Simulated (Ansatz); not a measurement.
System: ZrI$_{3}$ (charge 0, doublet). The spin state was set by rule; other spins were not relaxed. 
Coordinates optimised at B3LYP-D3(BJ)/def2-TZVP (Ansatz, an electronic-structure program):
```
Zr
I 1 2.7040
I 1 2.7040 2 120.00
I 1 2.7040 2 120.00 3 -180.00
```
Charge 0, spin multiplicity 2.

Basis-set convergence of Hartree-Fock and CCSD(T) correlation energies (hartree) with Ansatz. Valence correlation only, unless marked. UHF or UKS for open shells. Spin-orbit coupling is left out. The frozen core is the preceding noble-gas configuration, with the filled d and f shells of earlier blocks. Past Kr the def2 sets carry scalar-relativistic core potentials.

| basis | functions | E(HF) | E(corr, CCSD(T)) |
|---|---|---|---|
| def2-SVP | 109 | -936.69845 | -0.40133 |
| def2-TZVPP | 206 | ? | ? |

Q: Complete the blanks.

A: 
- def2-TZVPP, E(HF): -936.74185
- def2-TZVPP, E(corr, CCSD(T)): -0.56021
